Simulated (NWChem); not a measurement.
**Plane-wave run on BeI2 (CdI2 type)**

```
CELL_PARAMETERS angstrom
      3.58873     0.00000     0.00000
     -1.79437     3.10793     0.00000
      0.00000     0.00000     5.78937
ATOMIC_POSITIONS crystal
  Be 0.00000 0.00000 0.00000
  I  0.33333 0.66667 0.25200
  I  0.66667 0.33333 0.74800
```

The numbers come from NWChem runs, not from measurements. Origin of the cell: lattice set by a structure generator, not relaxed at this level; this structure type may not be the compound's usual one.

Norm-conserving pseudopotentials with valence charges Be 2, I 7, fixed occupations, no spin-orbit coupling, density cut at twice the wavefunction cutoff.

The filled d shells of I are in the core.

Level: LDA (Vosko), default library, cutoff 30 Ha, density from a 3×3×3 mesh. Bands run along Γ–M–K–Γ–A–L–H–A with k in units of the cell's reciprocal vectors.

Task: What gap does the band structure show, and how wide is the group of occupied bands?

Result: It shows an indirect gap along this path of 1.81 eV from (0.06, 0.06, 0.00) to K (smallest direct gap on this path 2.95 eV). The 8 occupied bands reach 15.2 eV below the valence-band top.
